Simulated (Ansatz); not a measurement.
Mo3H6S8. The state is a singlet with charge 0. Geometry r2SCAN-D4/def2-SVP.

```xyz
17

Mo   -0.5030   -0.9636    0.5606
Mo    0.1581   -0.2384   -1.6896
Mo    0.7686    1.3544    0.5290
S    -2.6100   -0.5842    0.6260
S     1.7296    1.3791   -1.5452
S     0.2079   -3.2005    0.4588
S     0.7712   -0.1912    2.5166
S    -1.7840    0.6033   -2.5248
S     0.9186   -2.1623   -2.6953
S    -0.7887    3.0150    0.6616
S     2.6963    2.0673    1.5873
H    -0.7822   -3.6522    1.2745
H    -0.3760    0.2927    3.0630
H    -2.6025    0.2587   -1.4506
H     0.5771   -3.1608   -1.8239
H    -1.6312    2.3291   -0.1699
H     3.2500    2.8536    0.6220
```

In the def2 sets Mo takes a core potential; there is no spin–orbit coupling. Single mean-field runs in def2-TZVP are fitted with def2-universal-jkfit. The restricted singlet is unstable towards broken spin symmetry in Hartree–Fock (as tested in another run); at BLYP-D4/def2-TZVP, r2SCAN-D4/def2-TZVP, PBE0-D4/def2-SVP, PBE0-D4/def2-TZVP and others this wasn't settled. The order of the spin states hangs on the level: the triplet lies 0.23 eV below the singlet at r2SCAN0-D4/def2-TZVP, but 0.27 eV above it at BLYP-D4/def2-TZVP.

Question: Estimate the orbital energies around the gap (eV) in Ansatz with BLYP-D4/def2-TZVP, r2SCAN-D4/def2-TZVP, PBE0-D4/def2-SVP, PBE0-D4/def2-TZVP, r2SCAN0-D4/def2-TZVP.

Answer: 
| orbital | BLYP-D4/def2-TZVP | r2SCAN-D4/def2-TZVP | PBE0-D4/def2-SVP | PBE0-D4/def2-TZVP | r2SCAN0-D4/def2-TZVP |
| --- | --- | --- | --- | --- | --- |
| HOMO−5 | -6.70 | -7.19 | -8.09 | -8.04 | -8.23 |
| HOMO−4 | -6.48 | -6.98 | -7.86 | -7.81 | -8.00 |
| HOMO−3 | -6.33 | -6.82 | -7.73 | -7.68 | -7.88 |
| HOMO−2 | -6.06 | -6.53 | -7.36 | -7.32 | -7.50 |
| HOMO−1 | -5.78 | -6.17 | -7.02 | -6.94 | -7.09 |
| HOMO | -5.40 | -5.80 | -6.75 | -6.68 | -6.86 |
| LUMO | -4.23 | -4.45 | -3.92 | -3.88 | -3.90 |
| LUMO+1 | -4.07 | -4.26 | -3.68 | -3.64 | -3.64 |
| LUMO+2 | -3.74 | -3.94 | -3.36 | -3.33 | -3.33 |
| LUMO+3 | -3.40 | -3.57 | -2.99 | -2.96 | -2.96 |
| LUMO+4 | -3.22 | -3.38 | -2.74 | -2.72 | -2.71 |
| LUMO+5 | -2.94 | -3.11 | -2.59 | -2.53 | -2.55 |
